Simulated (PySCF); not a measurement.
**A parent and its derivatives**

Method used: PySCF, TDDFT wB97X-D/def2-SVPD, vertical, gas phase, core orbitals frozen in the response. Geometries: PBE0-D3(BJ)/def2-SVP; one conformer of each isolated species. Triplets are in the Tamm–Dancoff approximation. Atoms past krypton carry core potentials; spin–orbit coupling is left out.

Parent: `Cl[Si]Cl`, with lowest singlet excitation energy 3.85 eV, lowest triplet energy 2.41 eV, HOMO energy -9.74 eV, HOMO–LUMO gap 8.45 eV. Its spectrum: 3.85 eV (f 0.031); 5.02 eV (f 0.000); 5.87 eV (f 0.017); 6.43 eV (f 0.009); 6.59 eV (f 0.023).

Shifts from the parent:

```tsv
change	SMILES	Δ S1 (eV)	Δ T1 (eV)	Δ HOMO (eV)	Δ gap (eV)
ligand (both): Cl to Me	C[Si]C	-1.30	-1.09	+1.94	-1.03
ligand (both): Cl to H	[H][Si][H]	-1.52	-1.21	+1.03	-0.99
ligand (both): Cl to I	I[Si]I	-1.14	-0.60	+0.84	-1.27
ligand (both): Cl to NH2	N[Si]N	+1.39	+0.96	+1.45	+1.20
ligand (both): Cl to Br	Br[Si]Br	-0.48	-0.24	+0.30	-0.51
```

Problem. Predict the same shifts for this change: ligand (both): Cl to F (`F[Si]F`).

Solution. Δ lowest singlet excitation energy +1.68 eV, Δ lowest triplet energy +0.83 eV, Δ HOMO energy -0.73 eV, Δ HOMO–LUMO gap +1.46 eV. Spectrum: 224 nm (f 0.169); 155 nm (f 0.309); 153 nm (f 0.000); 147 nm (f 0.281); 138 nm (f 0.081). S1 falls most with ligand (both): Cl to H (-1.52 eV), and it rises most with ligand (both): Cl to F (+1.68 eV). S1 is simply the lowest singlet of each species and needn't be the same kind of state throughout. Over these 6 changes the shifts of S1 and of the HOMO–LUMO gap correlate with r = 0.99.

Lowest levels of each derivative:
- `F[Si]F`: 5.53 eV (f 0.169); 7.99 eV (f 0.309); 8.10 eV (f 0.000)
- `C[Si]C`: 2.56 eV (f 0.021); 4.84 eV (f 0.000); 6.12 eV (f 0.003)
- `[H][Si][H]`: 2.34 eV (f 0.013); 4.40 eV (f 0.000); 6.51 eV (f 0.199)
- `I[Si]I`: 2.71 eV (f 0.004); 3.19 eV (f 0.000); 3.93 eV (f 0.052)
- `N[Si]N`: 5.24 eV (f 0.103); 6.13 eV (f 0.000); 6.63 eV (f 0.440)
- `Br[Si]Br`: 3.37 eV (f 0.015); 4.15 eV (f 0.000); 4.97 eV (f 0.037)
